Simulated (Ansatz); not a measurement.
Stepwise reaction of `[F][Al]([O][SiH3])[O][SiH3]` with ammonia, as a gas-phase model of exchange steps in deposition or etching. ΔE in kJ/mol.

Calculated with Ansatz (gas phase, PBE0-D4/def2-TZVP geometries, no zero-point term in ΔE). CCSD(T)/CBS is the MP2 limit (def2-TZVPP, def2-QZVPP) plus CCSD(T) − MP2 in def2-TZVPP, frozen cores. This one scheme is used for every species. Functionals use def2-TZVPP. B3LYP here is the variant with VWN-RPA as its local correlation; programs differ in this. Each species was taken in one conformer, which may not be the lowest.

```tsv
step	reaction	PBE-D4	B3LYP-D4	ωB97M-V	CCSD(T)/CBS
1	`[F][Al]([O][SiH3])[O][SiH3]` + NH₃ → `[NH2][Al]([F])[O][SiH3]` + `O[SiH3]`	56.4	65.4	61.8	65.0
2	`[NH2][Al]([F])[O][SiH3]` + NH₃ → `[NH2][Al]([NH2])[F]` + `O[SiH3]`	67.2	75.1	71.8	73.8
```

By hand: ΔE of the 2 steps together at CCSD(T)/CBS.

(65.0) + (73.8) = 138.8 kJ/mol, or 69.4 kJ/mol a step.

In ΔE each step is higher than the one before. All are uphill at CCSD(T)/CBS. PBE-D4 differs from CCSD(T)/CBS by -8.6 to -6.6 kJ/mol a step. Only this route is followed, and other bonds may react first. Isolated molecules leave out the surface, adducts and barriers. Largest T1 diagnostic: 0.012.
